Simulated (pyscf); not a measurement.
**HO–SnH(OH)–OH (SMILES [OH][SnH]([OH])[OH]), singlet**

Gas-phase minimum from PySCF at ωB97X-D3(BJ)/def2-SVP, one conformer. 

```xyz
8

O     -1.4748    -0.6991    -1.7225
Sn    -0.2851     0.8518    -1.4660
O      0.2868     0.8148     0.4205
O     -1.4060     2.4588    -1.6846
H     -2.3893    -0.4216    -1.8612
H      1.0270     0.8364    -2.5332
H     -0.1400     0.0952     0.9029
H     -1.5212     2.9253    -0.8469
```
Charge 0, spin multiplicity 1.

Bonded distances (Å): O1–Sn2 1.971, O1–H5 0.966, Sn2–O3 1.972, Sn2–O4 1.972, Sn2–H6 1.691, O3–H7 0.966, O4–H8 0.966. Angles (°): Sn2–O1–H5 111.4, O1–Sn2–O3 106.5, O1–Sn2–O4 106.5, O1–Sn2–H6 112.3, O3–Sn2–O4 106.6, O3–Sn2–H6 112.2, O4–Sn2–H6 112.2, Sn2–O3–H7 111.3, Sn2–O4–H8 111.4.

Properties at ωB97X-D3(BJ)/def2-SVP:

```json
{
 "harmonic_wavenumbers_unscaled": "100, 104, 193, 194, 195, 279, 574, 575, 646, 656, 656, 833, 848, 848, 2044, 3890, 3891, 3892 cm⁻¹",
 "zero_point_energy": "29.2 kcal/mol",
 "rotational_symmetry_number": "3",
 "Entropy of this conformer at 298 K and 1 atm, rigid rotor and harmonic oscillator, modes under 100 cm⁻¹ raised to 100": "346.4 J/(mol K)",
 "dipole_moment": "0.65 D"
}
```

Single-point totals, which compare only within one level (frozen core for MP2 and CC):

```csv
level,total energy (hartree)
ωB97X-D3(BJ)/def2-TZVP,-442.64671
PBE/def2-TZVP,-442.29051
r²SCAN/def2-TZVP,-442.50343
B3LYP-D3(BJ)/def2-TZVP,-442.61461
PBE0-D3(BJ)/def2-TZVP,-442.29709
M06-2X/def2-TZVP,-442.38395
ωB97M-D3(BJ)/def2-TZVP,-442.61522
HF/def2-TZVPP,-440.42141
MP2/def2-TZVPP,-441.48176
CCSD/def2-TZVPP,-441.48089
CCSD(T)/def2-TZVPP,-441.51754
```

Soft torsions are taken as harmonic, which can shift the entropy by several J/(mol K). The CCSD(T) − MP2 part came from Ansatz, without density fitting, on the same reference. The frozen core leaves the outer d or s,p core shells of the metals and heavy elements correlated in the MP2 and CC values, and def2-TZVPP describes them poorly, so these totals are far from the basis limit. Elements past Kr carry the def2 core potentials, without spin-orbit coupling.
